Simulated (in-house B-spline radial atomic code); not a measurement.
The numbers below are computed, except where a source is named.
What the choice of pseudopotential does to G0W0 on PBE0: Mo

All numbers come from a B-spline radial code for spherical atoms, non-relativistic (model numbers for so heavy an element), configuration [Kr] 4d5 5s1, open shells at high spin. Semilocal Troullier-Martins pseudo-atoms, one channel per l, are made with PBE or LDA for several valence sets and radii, with or without a model core, and set against the all-electron atom. One channel fits only the lowest state of its l, so a second state of that l is approximate. All electrons give 5s up: PBE0 -4.810 eV, G0W0 -7.192 eV, 4d up: PBE0 -6.154 eV, G0W0 -8.831 eV. Potentials are made in the ion's own configuration unless the neutral atom is named, and a smooth local potential serves every l without a channel. Potentials that miss their own reference levels by more than 6 millihartree, or need radii over 3.5 bohr, are left out. Columns give pseudo minus all-electron, in eV; a dash marks a level in the core or of low weight.

| valence | made with | radii (bohr) | model core (bohr) | 5s up PBE0 | 5s up G0W0 | 4d up PBE0 | 4d up G0W0 |
| --- | --- | --- | --- | --- | --- | --- | --- |
| 4p 4d 5s | PBE | s 2.42 p 0.87 d 1.10 | none | -0.30 | -0.81 | +0.14 | +0.32 |
| 4p 4d 5s | PBE | s 2.72 p 0.98 d 1.23 | none | -0.29 | -0.78 | +0.14 | +0.32 |
| 4p 4d 5s | PBE | s 3.02 p 1.09 d 1.37 | none | -0.29 | -0.78 | +0.14 | +0.34 |
| 4p 4d 5s | PBE | s 3.40 p 1.25 d 1.57 | none | -0.31 | -0.84 | +0.16 | +0.38 |
| 4p 4d 5s | PBE | s 3.40 p 1.42 d 1.78 | none | -0.31 | -0.84 | +0.16 | +0.40 |
| 4p 4d 5s | PBE | s 3.02 p 1.09 d 1.37 | 0.79 | -0.34 | -0.83 | +0.18 | +0.37 |
| 4s 4p 4d 5s | PBE | s 0.92 p 0.98 d 1.23 | none | -0.10 | -0.11 | 0.00 | -0.08 |
| 4s 4p 4d 5s | PBE | s 1.02 p 1.09 d 1.37 | none | -0.06 | -0.06 | 0.00 | -0.07 |
| 4s 4p 4d 5s | LDA | s 1.16 p 1.23 d 1.57 | none | -0.04 | -0.03 | -0.02 | -0.08 |
| 4s 4p 4d 5s | LDA | s 1.31 p 1.39 d 1.78 | none | -0.09 | -0.10 | -0.03 | -0.07 |
| 4s 4p 4d 5s | PBE | s 0.92 p 0.98 d 1.23 | 0.74 | -0.02 | -0.02 | -0.08 | -0.16 |
| 4s 4p 4d 5s | LDA | s 1.01 p 1.07 d 1.37 | 0.74 | 0.00 | +0.01 | -0.07 | -0.14 |
| 4s 4p 4d 5s | PBE | s 1.18 p 1.25 d 1.57 | 0.74 | -0.01 | +0.01 | -0.06 | -0.12 |
| 4s 4p 4d 5s | PBE | s 1.33 p 1.42 d 1.78 | 0.74 | -0.05 | -0.05 | -0.08 | -0.13 |

**Question.** How does the G0W0 shift of 5s up, which all sets hold, depend on the valence set?

**Answer.** Mean size: 4s 4p 4d 5s: 0.05 eV; 4p 4d 5s: 0.81 eV. The means mix radii and the functional used in making the potentials.
